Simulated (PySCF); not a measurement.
## Si3H10SN2

The system: Si3H10SN2, a small molecule; neutral, singlet. The structure, one conformer, was relaxed in the gas phase by PBE0-D3(BJ)/def2-SVP. No frequency run checks that it is a minimum.

SMILES: N[SiH](N[SiH3])S[SiH3]

```csv
atom,x (Å),y (Å),z (Å)
Si1,-0.472,1.073,-0.827
N2,-1.097,-0.180,0.189
Si3,-0.758,-1.880,-0.073
S4,1.186,2.112,0.085
Si5,1.350,0.963,1.895
N6,0.156,0.284,-2.222
H7,-1.537,2.081,-1.101
H8,-1.764,0.049,0.920
H9,0.704,-2.156,-0.160
H10,-1.416,-2.425,-1.301
H11,-1.322,-2.601,1.110
H12,1.686,-0.468,1.649
H13,2.477,1.605,2.633
H14,0.117,1.052,2.732
H15,1.111,0.461,-2.510
H16,-0.437,0.018,-3.000
```

Shieldings: GIAO PBE0/pcSseg-1. Shifts are against computed references at the same level: H TMS (σ 31.27 ppm), Si TMS (σ 352.0 ppm). Core levels by delta-SCF with SCAN, pcX-2 on the ionised atom and pcseg-1 elsewhere, spin-free X2C (2p3/2 is the spin-free 2p value less a third of a first-order spin-orbit splitting); from the vacuum level, for chosen atoms.

Give the shieldings and core levels atom by atom.


```csv
atoms,bonded to,σ (ppm),δ (ppm),core level (eV)
Si1,2 N + 1 S + 1 H,368.3,-16.3,2p3/2 107.37
N2,2 Si + 1 H,235.5,-,1s 404.19
Si3,1 N + 3 H,409.1,-57.1,2p3/2 106.98
S4,2 Si,766.9,-,2p3/2 168.39
Si5,1 S + 3 H,408.3,-56.3,-
N6,1 Si + 2 H,229.1,-,1s 404.77
H7,1 Si,25.64,5.63,-
H8,1 N,31.04,0.23,-
H9 H10 H11,1 Si,26.59,4.68,-
H12 H13 H14,1 Si,26.73,4.54,-
H15,1 N,30.26,1.01,-
H16,1 N,30.20,1.07,-
```

Values are those of this one static structure, with the three H of a rotating XH3 group averaged; atoms that internal rotation interchanges would show their mean in an NMR spectrum.

Which of Si1, Si3 holds its core electrons tightest, and by how much against the loosest?

Si1 (bonded to 2 N + 1 S + 1 H), by 0.39 eV over Si3 (bonded to 1 N + 3 H).

By CAM-B3LYP/def2-SVPD (TDDFT singlets, Tamm-Dancoff triplets, ionisation by delta-SCF), where does absorption start, and what does vertical ionisation take?

The lowest singlet lies at 6.10 eV (f 0.014), the strongest of the first 6 at 7.05 eV (f 0.026), the lowest triplet at 5.74 eV; vertical ionisation takes 9.28 eV.
